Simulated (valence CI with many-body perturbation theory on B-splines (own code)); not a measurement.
**Cs VII: calculated level list**

Calculated by relativistic CI+MBPT: three valence electrons over a frozen Dirac-Fock core [Kr] 4d10, radial functions for each j: 7 s, 7 p, 7 d, 7 f, 4 g, 2 h, with the one-electron correlation potential Σ1, the two-electron term Σ2, the three-electron term Σ3, Breit, model QED; selected CI, second order for the rest, scaled by the run's own slope (own B-spline code, finite nucleus).

Set against measurement, 63 paired levels are off by 477 cm⁻¹ on average, the worst by 1585. These come from a selection out of Sansonetti, J. Phys. Chem. Ref. Data 38, 761 (2009). Levels without a partner in it may be off by more, other configurations by several thousand cm⁻¹. The list stops below the first excitations out of the core. 3 measured levels below the end of the list, from 384898 cm⁻¹ on, found no clear computed partner, and computed levels of the same name lie up to 2852 cm⁻¹ from them.

Levels 181 to 204 of 204, with energies above the lowest level, 5s²5p ²P°_1/2. "Leading %" is the weight of the configuration and term that name the level; weights of strongly mixed levels are sums over their largest components and can fall short. In the jj column 3d3/2^4 stands for four electrons in 3d with j = 3/2.

| No. | Configuration | Term | J | E (eV) | Leading % | g | Leading jj | Second component |
| --- | --- | --- | --- | --- | --- | --- | --- | --- |
| 181 | 5p²5d | ⁴P | 1/2 | 58.433 | 49 | 1.718 | 5p1/2 5p3/2 5d3/2 (40 %) | 34 % 5p²5d ²P |
| 182 | 5p²5d | ²G | 9/2 | 58.475 | 60 | 1.171 | 5p3/2^2 5d5/2 (71 %) | 24 % 5p²5d ⁴F |
| 183 | 4f5s5d | ⁴D° | 1/2 | 58.515 | 95 | 0.027 | 4f5/2 5s 5d3/2 (47 %) |  |
| 184 | 4f5s5d | ⁴D° | 3/2 | 58.525 | 92 | 1.208 | 4f5/2 5s 5d5/2 (39 %) |  |
| 185 | 4f5s5d | ⁴D° | 5/2 | 58.550 | 84 | 1.375 | 4f7/2 5s 5d3/2 (57 %) | 7 % 4f5s5d ⁴P° |
| 186 | 4f5s5d | ²D° | 5/2 | 58.579 | 81 | 1.212 | 4f5/2 5s 5d3/2 (43 %) | 6 % 4f5s5d ⁴D° |
| 187 | 4f5s5d | ⁴D° | 7/2 | 58.593 | 93 | 1.418 | 4f7/2 5s 5d3/2 (34 %) |  |
| 188 | 4f5s5d | ²D° | 3/2 | 58.644 | 92 | 0.816 | 4f7/2 5s 5d5/2 (51 %) |  |
| 189 | 5p²5d | ²D | 5/2 | 58.791 | 40 | 1.125 | 5p1/2 5p3/2 5d3/2 (24 %) | 12 % 5p²5d ²F |
| 190 | 4f²5s | ²S | 1/2 | 58.965 | 56 | 1.941 | 4f7/2^2 5s (30 %) | 19 % 5s5p6p ²S |
| 191 | 4f5s5d | ⁴P° | 5/2 | 59.003 | 74 | 1.451 | 4f7/2 5s 5d3/2 (45 %) | 17 % 4f5s5d ²F° |
| 192 | 4f5s5d | ⁴P° | 3/2 | 59.052 | 92 | 1.700 | 4f5/2 5s 5d5/2 (55 %) |  |
| 193 | 4f5s5d | ⁴P° | 1/2 | 59.084 | 96 | 2.640 | 4f5/2 5s 5d5/2 (87 %) |  |
| 194 | 5s5p6p | ²D | 3/2 | 59.102 | 34 | 0.972 | 5s 5p3/2 6p1/2 (34 %) | 29 % 5p²5d ²D |
| 195 | 4f5s5d | ²F° | 5/2 | 59.116 | 73 | 0.984 | 4f7/2 5s 5d5/2 (66 %) | 11 % 4f5s5d ⁴P° |
| 196 | 4f5s5d | ²F° | 7/2 | 59.160 | 90 | 1.147 | 4f7/2 5s 5d5/2 (52 %) |  |
| 197 | 5p²5d | ²D | 3/2 | 59.275 | 62 | 0.948 | 5p1/2 5p3/2 5d5/2 (54 %) | 10 % 5p²5d ²P |
| 198 | 5s5p6p | ²P | 1/2 | 59.480 | 58 | 0.858 | 5s 5p3/2 6p1/2 (43 %) | 23 % 5p²5d ²P |
| 199 | 5s5p6p | ²D | 3/2 | 59.508 | 30 | 0.940 | 5p3/2^2 5d3/2 (33 %) | 27 % 5p²5d ²D |
| 200 | 5p²5d | ²D | 5/2 | 59.526 | 20 | 1.105 | 5p3/2^2 5d3/2 (40 %) | 16 % 5p²5d ⁴P |
| 201 | 4f5s5d | ²H° | 9/2 | 59.543 | 94 | 0.911 | 4f7/2 5s 5d3/2 (60 %) |  |
| 202 | 5p²5d | ²P | 1/2 | 59.779 | 32 | 1.015 | 5p1/2 5p3/2 5d5/2 (32 %) | 21 % 5s5p6p ²P |
| 203 | 4f5s5d | ²H° | 11/2 | 59.786 | 96 | 1.091 | 4f5/2 5s 5d5/2 (54 %) |  |
| 204 | 5s5p6p | ²D | 5/2 | 59.912 | 61 | 1.209 | 5s 5p3/2 6p3/2 (53 %) | 25 % 5s²7d ²D |

Names give the largest LS component (configuration and term), which can be under half, so a name can repeat, a term be missing and a line seem to break the LS rules; names also repeat where a configuration has a term twice.

Where two levels of one J and parity lie close, their mixing, g and order are uncertain.
